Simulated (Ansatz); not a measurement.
Ansatz (a first-principles code) input:

Ansatz 0.2 input:
```yaml
crystal:
  periodic: [false, false, false]
  atoms:
    - {symbol: Si, position_ang: [0.01181809, -0.67217228, 0.30735988]}
    - {symbol: Cl, position_ang: [-0.36272322, -1.92224598, -1.28749374]}
    - {symbol: Br, position_ang: [-1.71385771, 0.72023475, 0.58057597]}
    - {symbol: Br, position_ang: [1.88531032, 0.48229649, -0.07816582]}
basis:
  gaussian:
    orbitals: def2-SVPD
magnetization: {spin_polarized: true, initial_magnetization: 1}
correlation: {method: ccsd_t, electrons: outside_noble_gas}
output: {forces: true}
```

Problem. What final total energy does it print?

Solution. -5893.04435 Eh (CCSD(T)/def2-SVPD). The basis has 133 functions.

It need not be the lowest isomer of its formula.
